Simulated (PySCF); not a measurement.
## Si: excitation energy

Si [Ne] 3s2 3p2 (3P) → Si [Ne] 3s1 3p2 3d1 (high-spin determinant), as a difference of total energies. Calculation: PySCF 2.14, in x2c-QZVPPall with one added diffuse shell each of s, p, d, f type (10s7p5d3f1g, 86 functions); scalar relativity by spin-free X2C-1e. Correlated levels: valence: [Ne] frozen. The calculations carry no spin-orbit coupling.

```json
{"method": "UHF", "excitation energy (cm⁻¹)": "81548"}
{"method": "MP2 (valence)", "excitation energy (cm⁻¹)": "90592"}
{"method": "SCS-MP2 (valence)", "excitation energy (cm⁻¹)": "94074"}
{"method": "CCSD (valence)", "excitation energy (cm⁻¹)": "90957"}
{"method": "CCSD(T) (valence)", "excitation energy (cm⁻¹)": "90849"}
```

The upper state lies above the first ionisation limit, but in LS coupling its spin forbids autoionisation to the ground ion.

The promoted electron is Rydberg-like, and one or two diffuse shells describe it only roughly, which tends to raise the upper state.

The coupled-cluster amplitudes are large for the upper state (T1 above 0.03 or a double amplitude above 0.15), so a single reference is strained.

The determinant of the upper state mixes LS terms, which raises its energy above the lowest term, most at the Hartree-Fock and MP2 levels.
